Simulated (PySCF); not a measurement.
**A ladder of Hamiltonians for Re⁶⁵⁺ (rhenium, charge +65)**

Occupied: 1s1/2, 2s1/2, 2p1/2, 2p3/2. Hartree-Fock calculated with PySCF 2.14 in an uncontracted even-tempered set (16 s from 16 bohr⁻², ratio 2.7; 13 p from 19 bohr⁻², ratio 2.7), Gaussian nucleus throughout. NR is non-relativistic, sf-X2C the spin-free one-electron X2C Hamiltonian, X2C adds the bare one-electron spin-orbit term, X2C-SNSO screens it by Boettger's factors, DC is four-component Dirac-Coulomb, and the Gaunt and Breit terms are added at first order (total energies over the DC spinors, levels after relaxing the spinors in that mean field). QED terms are absent. Levels marked empty are virtual spinors of this ion.

| Hamiltonian | E (hartree) | E − E(DC) (hartree) | CPU seconds |
| --- | --- | --- | --- |
| NR | -10606.9673 | 801.7667 | 0.17 |
| sf-X2C | -11386.6136 | 22.1204 | 0.12 |
| X2C | -11404.1171 | 4.6168 | 0.16 |
| X2C-SNSO | -11403.1224 | 5.6115 | 0.15 |
| DC | -11408.7339 | 0.0000 | 6 |
| DC+Gaunt | -11393.8690 | 14.8649 | 10 |
| DC+Breit | -11395.1513 | 13.5827 | 31 |

Problem. Give the 2p spin-orbit interval with each Hamiltonian that has one.

Solution. X2C 1541; X2C-SNSO 1495; DC 1496; DC+Gaunt 1479; DC+Breit 1479 (eV).

```
   level (eV)        NR    sf-X2C       X2C  X2C-SNSO        DC  DC+Gaunt  DC+Breit
        1s1/2  -71746.7  -77893.8  -77875.7  -77876.8  -77968.4  -77722.0  -77738.2
        2s1/2  -16302.6  -18081.5  -18077.0  -18077.3  -18090.6  -18063.4  -18065.3
        2p1/2  -15914.0  -16523.1  -17626.2  -17591.2  -17601.0  -17553.3  -17558.0
        2p3/2  -15914.0  -16523.1  -16085.5  -16096.5  -16105.5  -16074.1  -16078.8
3s1/2 (empty)   -6796.2   -7367.5   -7366.8   -7366.8   -7370.0   -7362.6   -7363.6
3p1/2 (empty)   -6670.7   -6919.7   -7216.3   -7207.0   -7209.6   -7197.1   -7198.8
3p3/2 (empty)   -6670.7   -6919.7   -6800.0   -6803.1   -6805.0   -6796.8   -6798.5
```

Weight of the small component: 1s1/2 0.0803, 2s1/2 0.0188, 2p1/2 0.0187, 2p3/2 0.0170, 3s1/2 0.00750, 3p1/2 0.00740, 3p3/2 0.00696.

Koopmans' value for the highest occupied level at DC+Breit: 16078.8 eV, against an ionisation energy of 16080 ± 30 eV (theoretical estimate listed by NIST; NIST Atomic Spectra Database, ionization energies); the former lacks relaxation, correlation, QED and recoil.

The whole ladder took 50 s of wall time on 1 thread of Intel(R) Xeon(R) 6975P-C (shared host), launched as `OMP_NUM_THREADS=1 python relrun2.py TASK.json OUT` (a driver that calls PySCF for each Hamiltonian).
